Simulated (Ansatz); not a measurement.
A nudged elastic band was laid between two geometries of CH10B2SSi2 (16 atoms, charge 0, multiplicity 1).

All numbers below come from RKS B3LYP/STO-3G in Ansatz 0.2.0.

| Item | Value |
| --- | --- |
| movable images | 7 |
| climbing image | yes |
| spring | 5.0 eV/Å² |
| optimiser | quadratic models (default) |
| start path | IDPP |
| force threshold | 0.03 eV/Å |
| iteration limit | 33 |
| end points | relaxed |

First end point:

```xyz
16
Properties=species:S:1:pos:R:3
B -0.804 -1.451 -1.553
Si 0.683 -0.265 -1.136
B 1.976 -1.008 0.135
S 1.643 -2.064 1.485
Si -0.247 1.596 -0.208
C -1.114 1.244 1.427
H -1.331 -2.087 -0.718
H -1.247 -1.547 -2.636
H 1.349 0.183 -2.341
H 3.106 -0.721 0.031
H 0.294 -2.206 1.325
H 0.777 2.592 0.025
H -1.210 2.186 -1.115
H -0.427 0.812 2.165
H -1.520 2.168 1.858
H -1.950 0.544 1.301
```

Last end point:

```xyz
16
Properties=species:S:1:pos:R:3
B -1.132 -1.101 -1.632
Si 0.570 -0.262 -1.199
B 1.754 -1.362 -0.089
S 1.284 -2.472 1.173
Si 0.050 1.627 -0.037
C -0.792 1.264 1.608
H -1.730 -1.717 -0.830
H -1.636 -0.997 -2.687
H 1.255 0.183 -2.395
H 2.912 -1.281 -0.237
H -0.072 -2.344 1.085
H 1.252 2.390 0.226
H -0.826 2.475 -0.818
H -1.004 2.195 2.151
H -1.746 0.739 1.469
H -0.163 0.642 2.257
```

**Question.** What changes between the two ends?

**Answer.** No bond is made or broken. The dihedral Si2–Si5–C6–H16 goes from -62 to 59°. The two ends are copies of one structure, up to a mirror image or an exchange of like atoms.

**Question.** Give the energies along the band, and the barrier.

**Answer.** The run converged. The highest image is number 4 of 0 to 8, 0.056 eV above the ends, which have the same energy within 2 meV. A vibrational analysis at the climbing image gives one clearly imaginary mode, 150i cm⁻¹: a first-order saddle point. Limits of this set-up: minimal basis.

| image | path coordinate (Å) | energy (eV) | dihedral Si2–Si5–C6–H16 (°) |
| --- | --- | --- | --- |
| 0 | 0.00 | 0.000 | -62 |
| 1 | 0.46 | 0.007 | -48 |
| 2 | 0.92 | 0.026 | -32 |
| 3 | 1.39 | 0.047 | -17 |
| 4 | 1.85 | 0.056 | -1 |
| 5 | 2.30 | 0.047 | 14 |
| 6 | 2.75 | 0.027 | 30 |
| 7 | 3.20 | 0.008 | 44 |
| 8 | 3.64 | 0.000 | 59 |

**Question.** What is the geometry of the highest image?

**Answer.** 
```xyz
16
Properties=species:S:1:pos:R:3:forces:R:3
B -1.095 -1.128 -1.643 0.00 0.00 0.00
Si 0.589 -0.263 -1.187 0.00 0.00 0.00
B 1.777 -1.342 -0.061 -0.01 0.00 0.01
S 1.311 -2.473 1.185 0.00 0.00 -0.01
Si 0.026 1.625 -0.042 0.01 0.00 -0.02
C -0.837 1.276 1.603 -0.01 0.00 0.02
H -1.697 -1.752 -0.850 0.00 0.00 0.00
H -1.583 -1.031 -2.705 0.00 0.00 0.00
H 1.283 0.189 -2.374 0.00 0.00 0.00
H 2.935 -1.229 -0.185 0.00 -0.01 0.00
H -0.046 -2.377 1.073 0.00 0.00 0.00
H 1.219 2.404 0.217 0.00 0.00 0.00
H -0.841 2.454 -0.852 0.00 0.00 0.00
H -0.262 1.682 2.445 0.00 0.00 0.00
H -1.832 1.738 1.633 0.00 0.00 0.00
H -0.971 0.203 1.788 0.00 0.00 0.00
```

**Question.** What are the harmonic wavenumbers there?

**Answer.** 150i, 30, 41, 118, 121, 135, 178, 230, 345, 476, 514, 547, 627, 717, 761, 795, 799, 830, 893, 908, 939, 975, 1005, 1021, 1031, 1092, 1133, 1287, 1404, 1531, 1707, 1709, 2641, 2644, 2677, 2922, 2956, 3023, 3091, 3314, 3477, 3481 cm⁻¹.

The band took 5 iterations and of the order of 3 core-minutes.

Run time: 3.1 min on 1 thread of Arm Neoverse V1 (shared host), peak memory 0.14 GiB.
